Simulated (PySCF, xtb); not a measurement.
BHClBr, SMILES BrBCl.

Geometry optimised at PBE-D3(BJ)/def2-TZVP.

Computed with IEF-PCM-PBE0/def2-SVP in PySCF.

The values are the electrostatic part of the solvation free energy, E(continuum) − E(gas) at the gas-phase geometry, in a cavity of scaled van der Waals radii (PySCF's table); cavitation and dispersion terms are not included. In vacuum the orbital gap is 6.77 eV. The dipole moment in vacuum is 0.38 D.

### Question
Estimate the values in water (ε = 78.36), diethylether (ε = 4.24), dichloromethane (ε = 8.93). (The exact figures need the calculation; the answer reports its results.)

### Answer

```json
[
 {"solvent": "water", "ε": "78.36", "ΔG(elec) (kcal/mol)": "-0.6", "dipole (D)": "0.52", "gap (eV)": "6.88"},
 {"solvent": "diethylether", "ε": "4.24", "ΔG(elec) (kcal/mol)": "-0.4", "dipole (D)": "0.47", "gap (eV)": "6.84"},
 {"solvent": "dichloromethane", "ε": "8.93", "ΔG(elec) (kcal/mol)": "-0.5", "dipole (D)": "0.50", "gap (eV)": "6.86"}
]
```

For comparison, GFN2-xTB/ALPB(water) (xtb, at the GFN2-xTB geometry, all terms of that model) gives -0.7 kcal/mol.
